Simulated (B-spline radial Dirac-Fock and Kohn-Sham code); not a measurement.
# Pb⁶¹⁺: eigenvalues, ΔSCF and the reference

System: Pb⁶¹⁺ in the configuration [Ar] 3d3.

The density-functional columns are spherical, spin-unpolarised Dirac-Kohn-Sham results without Breit or QED terms: −ε is minus the orbital energy of the initial state and ΔSCF the difference of two total energies. The reference in the last column comes from Dirac-Fock ΔSCF + Breit + QED. All numbers are from a radial finite-basis atomic code, in eV; a selection of levels is shown. The Kohn-Sham columns are given as differences from the reference. For the 1s level of heavy atoms much of the gap between ΔSCF and the reference is the Breit and QED part, -496.1 eV here; for other levels the error of the functional can be larger.

```
level  LDA −ε − DF  LDA ΔSCF − DF  Dirac-Fock
    K       -208.7         +487.2     92544.6
   L1       -199.4          -32.0     20274.8
   L2       -142.3          +63.2     19643.7
   L3       -161.4          +15.5     17449.0
   M1        -96.9          -26.9      7750.4
   M2        -63.1          +11.6      7487.0
   M3        -67.5           +1.2      6930.4
 M4,5        -74.0           +5.0      6528.7
```

Values without a named source are computed, but for edge energies of neutral atoms, which are taken from tables.
